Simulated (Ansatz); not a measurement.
C2H6GeO (`[CH3][GeH2][CH]=O`). Total charge 0; spin multiplicity 1. Correlated methods include outer-core shells of Ge, which these sets cover unevenly. Scalar relativity is left out up to krypton.

Z-matrix (Å, degrees):
```
C
Ge 1 1.944
H 1 1.090 2 110.7
H 1 1.090 2 109.7 3 120.5
H 1 1.090 2 109.8 3 -120.5
C 2 2.006 1 108.3 3 180.0
H 2 1.542 1 112.5 3 -61.1
H 2 1.542 1 112.5 3 61.0
O 6 1.201 2 121.8 1 0.2
H 6 1.117 2 118.6 1 -179.8
```

Give the diagnostics of a CCSD(T)/def2-TZVPP run (frozen core, Ansatz). (Estimate.)

The calculation gave: T1 = 0.0134, largest single amplitude 0.032, largest double 0.080, (T) share of the correlation energy 3.9 %, 9 CCSD cycles. The RHF solution is stable towards an unrestricted one. T1 lies under the customary mark of 0.02 for closed shells.
